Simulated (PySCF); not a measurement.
# Polarisability and C₆ of Sb (antimony, neutral)

[Kr] 4d10 5s1 5p3 6s1, high-spin 6S determinant (an excited configuration). Calculation: PySCF 2.14, in aug-cc-pVQZ-PP with one added diffuse shell each of s, p, d, f, g type with ECP28MDF (8s8p6d4f3g, 117 functions); scalar relativity through the core potential. Coupled (time-dependent) response in atomic units; α is the mean over directions.

| method | mean α (bohr³) | C₆ (like pair) | S(−4) |
| --- | --- | --- | --- |
| M06 | 430.2 | 6849 | 227700 |

S(−4) is the Cauchy moment in α(ω) = α(0) + S(−4) ω² + …

α(iu) at M06:

```csv
u (hartree),α(iu) (bohr³)
0,430.2
0.0500,201.7
0.100,93.43
0.200,40.90
0.300,25.71
0.500,13.76
0.750,7.940
1.00,5.288
1.50,2.973
2.00,1.975
3.00,1.089
5.00,0.4795
```

Energies and moments cover only the electrons outside the core potential. The outer electron is Rydberg-like, and this basis confines it to a smaller radius and binds it less than a complete one would.
